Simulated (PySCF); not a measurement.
## Property card for `C[C@H](SC(F)(F)F)C(=O)[O-]`

Species: C4H4F3O2S (charge -1).
Atom-mapped SMILES: `[CH3:1][C@H:2]([S:3][C:4]([F:5])([F:6])[F:7])[C:8](=[O:9])[O-:10]` (hydrogens: H11, H12, H13 on C1; H14 on C2)

Geometry (GFN2-xTB, Å), atoms numbered from 1 in this order:
```xyz
14
C4H4F3O2S angstrom
C     -1.0352    0.9651    0.2142
C     -0.5533   -0.4692    0.1747
S      0.9166   -0.7703   -0.8625
C      2.0977    0.2896    0.1160
F      2.0316    0.1159    1.4548
F      1.9607    1.6250   -0.0668
F      3.3727    0.0196   -0.2210
C     -1.4702   -1.4061   -0.6731
O     -2.6439   -1.5691   -0.3837
O     -0.7900   -1.8858   -1.6181
H     -1.0341    1.3867   -0.7900
H     -2.0581    0.9663    0.5909
H     -0.4189    1.5894    0.8611
H     -0.3762   -0.8576    1.1815
```

Among its groups: carboxylate, sulfide, CF3 group and C–F bond.

GFN2-xTB geometry:

- Point group of the GFN2-xTB geometry: C1
- Rotational constants A, B, C of the GFN2-xTB geometry: 2.413, 0.706, 0.625 GHz

PBE0/pcSseg-1 ground state and GIAO shieldings, non-relativistic (PySCF):

- HOMO energy: -2.31 eV
- LUMO energy: 5.12 eV
- HOMO–LUMO gap: 7.43 eV
- Lowest Hirshfeld atomic charge: -0.40 e on O9
- Highest Hirshfeld atomic charge: +0.19 e on C4
- 13C chemical shifts (computed TMS as zero) by class: 172.3 (C8), 145.7 (C4), 67.9 (C2), 24.1 (C1) ppm
- 1H chemical shifts (computed TMS as zero) by class: 4.25 (H14), 1.47 (H11/H12/H13) ppm
- Isotropic shieldings of nuclei other than C and H, by class: -15 (O9/O10), 240 (F5/F6/F7), 431 (S3) ppm
- Mayer bond orders between heavy atoms: C1–C2 0.99, C2–S3 0.99, S3–C4 0.91, C4–F5 0.94, C4–F6 0.94, C4–F7 0.97, C2–C8 0.84, C8–O9 1.84, C8–O10 1.54

Monoisotopic mass of the ion (most abundant isotopes, electron mass counted): 172.9890 u.

The rotational constants make it an asymmetric top with κ = (2B − A − C)/(A − C) = -0.91, nearer the prolate limit (−1). With B = h/(8π²I), that is 505.379 GHz u Å² over I, the principal moments of inertia are 209.5, 715.4 and 808.9 u Å² (most abundant isotopes); the inertial defect Ic − Ia − Ib is -116.0 u Å² (zero for a rigid planar frame, negative otherwise).

One conformer (not necessarily the lowest) at the GFN2-xTB geometry, without solvent or vibrations. NMR classes are plain means over equivalent atoms (diastereotopic ones count apart unless rotation or inversion swaps them), as if these changed places fast; in this geometry the members of some classes differ. No diffuse functions stand in pcSseg-1, which bears on an anion's orbital energies.
